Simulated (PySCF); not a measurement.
Geometry:
```tsv
atom	x (Å)	y (Å)	z (Å)
Cu1	-0.003	0.001	-1.446
P2	0.002	0.001	0.725
H3	-1.212	-0.228	1.424
H4	0.413	1.167	1.421
H5	0.808	-0.938	1.419
Cl6	-0.008	-0.002	-3.545
```

Geometry: PBE0-D3(BJ)/def2-SVP; GIAO absolute shieldings from PySCF 2.14, gas phase, non-relativistic, averaged over equivalent atoms.

At B3LYP/pcSseg-1 (pcSseg-2 on Cu) (136 basis functions, 8.9 s wall time on 1 thread of an Arm Neoverse V2, shared host):
| atoms | σ (ppm) |
| --- | --- |
| Cu1 | 1075.7 |
| P2 | 516.5 |
| H3/H4/H5 | 27.82 |
| Cl6 | 1003.8 |

Estimate the result of repeating the calculation with PBE/pcSseg-1 (pcSseg-2 on Cu).

Answers


```json
{"atoms": "Cu1", "σ at PBE/pcSseg-1 (pcSseg-2 on Cu)": "914.2", "change": "-161.5"}
{"atoms": "P2", "σ at PBE/pcSseg-1 (pcSseg-2 on Cu)": "527.6", "change": "+11.1"}
{"atoms": "H3/H4/H5", "σ at PBE/pcSseg-1 (pcSseg-2 on Cu)": "27.38", "change": "-0.44"}
{"atoms": "Cl6", "σ at PBE/pcSseg-1 (pcSseg-2 on Cu)": "948.8", "change": "-55.0"}
```

The largest change is at Cu1 (Cu bonded to Cl, P). Cost: 136 basis functions, 11 s wall time on 1 thread of an Arm Neoverse V2, shared host.
